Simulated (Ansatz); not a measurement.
```yaml
crystal:
  periodic: [false, false, false]
  atoms:
    - {symbol: B, position_ang: [-0.811368, 1.238369, -0.084766]}
    - {symbol: Si, position_ang: [0.901497, 1.632522, -0.690144]}
    - {symbol: Al, position_ang: [0.195795, -0.587252, 0.682424]}
    - {symbol: N, position_ang: [-0.464706, -2.088449, 0.028447]}
    - {symbol: H, position_ang: [-1.661085, 0.870100, -0.840280]}
    - {symbol: H, position_ang: [-1.032458, 1.195469, 1.114288]}
    - {symbol: H, position_ang: [2.063660, 1.954731, 0.179646]}
    - {symbol: H, position_ang: [1.332415, 1.495576, -2.103521]}
    - {symbol: H, position_ang: [0.986372, -0.634438, 2.052449]}
    - {symbol: H, position_ang: [-0.994510, -2.158400, -0.825127]}
    - {symbol: H, position_ang: [-0.450213, -2.975129, 0.506984]}
basis:
  gaussian: {orbitals: def2-TZVPD}
magnetization: {spin_polarized: true, initial_magnetization: 1}
hamiltonian: {xc: {name: revPBE}, dispersion: d3bj}
output: {forces: true}
```

```sh
$ ansatz run in.yaml --threads 2 --pin off --events-out ev --progress --plain --max-ram 4352MiB
```

(1) How does Ansatz answer? (An estimate is asked.)

Answers

(1) Ansatz gave: The input was rejected before any iteration.
```
Error: a molecule whose nuclei and cores have a total charge of 46 cannot have a net charge of 0 together with 1 unpaired electrons
```
